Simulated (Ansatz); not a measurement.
`c1coc(-c2ccc(-c3ccc(-c4ccco4)o3)o2)c1`. The state is a triplet with charge 0. Geometry r2SCAN-D4/def2-SVP, that of the neutral singlet; atoms count from 1.

| atom | x (Å) | y (Å) | z (Å) |
| --- | --- | --- | --- |
| C1 | 4.056 | -3.999 | 2.324 |
| C2 | 4.408 | -4.392 | 1.061 |
| O3 | 3.693 | -3.703 | 0.134 |
| C4 | 2.868 | -2.854 | 0.807 |
| C5 | 2.014 | -2.021 | 0.018 |
| C6 | 1.830 | -1.881 | -1.344 |
| C7 | 0.832 | -0.885 | -1.513 |
| C8 | 0.469 | -0.479 | -0.243 |
| C9 | -0.469 | 0.480 | 0.245 |
| C10 | -0.832 | 0.887 | 1.515 |
| C11 | -1.829 | 1.883 | 1.345 |
| C12 | -2.014 | 2.022 | -0.017 |
| C13 | -2.868 | 2.853 | -0.807 |
| C14 | -3.053 | 2.994 | -2.167 |
| C15 | -4.056 | 3.996 | -2.326 |
| C16 | -4.408 | 4.391 | -1.063 |
| O17 | -3.693 | 3.704 | -0.135 |
| O18 | -1.187 | 1.170 | -0.688 |
| O19 | 1.187 | -1.170 | 0.690 |
| C20 | 3.053 | -2.996 | 2.167 |
| H21 | 4.467 | -4.381 | 3.257 |
| H22 | 5.117 | -5.116 | 0.667 |
| H23 | 2.359 | -2.437 | -2.115 |
| H24 | 0.420 | -0.500 | -2.443 |
| H25 | -0.419 | 0.504 | 2.446 |
| H26 | -2.358 | 2.440 | 2.116 |
| H27 | -2.527 | 2.441 | -2.943 |
| H28 | -4.467 | 4.377 | -3.260 |
| H29 | -5.117 | 5.116 | -0.670 |
| H30 | 2.527 | -2.444 | 2.943 |

Single mean-field runs in def2-TZVP are fitted with def2-universal-jkfit. At PBE0-D4/def2-TZVP a singlet of charge 0 lies 2.12 eV below the triplet at the same geometry.

Q: Estimate the Mulliken populations of the heavy atoms from the PBE0/def2-TZVP orbitals of Ansatz.

A: 
```csv
atom,charge (e),spin (α − β)
C1,-0.13,-0.08
C2,-0.05,0.19
O3,-0.21,0.02
C4,0.17,-0.09
C5,0.27,0.35
C6,-0.19,-0.06
C7,-0.25,0.26
C8,0.24,0.16
C9,0.24,0.16
C10,-0.25,0.26
C11,-0.19,-0.06
C12,0.27,0.35
C13,0.17,-0.09
C14,-0.29,0.22
C15,-0.13,-0.08
C16,-0.05,0.19
O17,-0.21,0.02
O18,-0.24,0.05
O19,-0.24,0.05
C20,-0.29,0.22
```
Mulliken values depend strongly on the basis.

Q: Where does the spin sit?

A: Summed by element: C 1.92, O 0.15, H -0.07, of 2 unpaired in all. Largest on single atoms: C5 0.35, C12 0.35, C10 0.26.

Q: And the Mayer bond orders between heavy atoms (over 0.3)?

A: C1–C2 1.61 (1.37 Å); C1–C20 1.32 (1.43 Å); C2–O3 1.12 (1.36 Å); O3–C4 1.08 (1.36 Å); C4–C5 1.14 (1.43 Å); C4–C20 1.42 (1.38 Å); C5–C6 1.29 (1.38 Å); C5–O19 1.08 (1.36 Å); C6–C7 1.43 (1.42 Å); C7–C8 1.21 (1.38 Å); C8–C9 1.33 (1.43 Å); C8–O19 1.05 (1.36 Å); C9–C10 1.21 (1.38 Å); C9–O18 1.05 (1.36 Å); C10–C11 1.43 (1.42 Å); C11–C12 1.29 (1.38 Å); C12–C13 1.14 (1.43 Å); C12–O18 1.08 (1.36 Å); C13–C14 1.42 (1.38 Å); C13–O17 1.08 (1.36 Å); C14–C15 1.32 (1.43 Å); C15–C16 1.61 (1.37 Å); C16–O17 1.12 (1.36 Å).
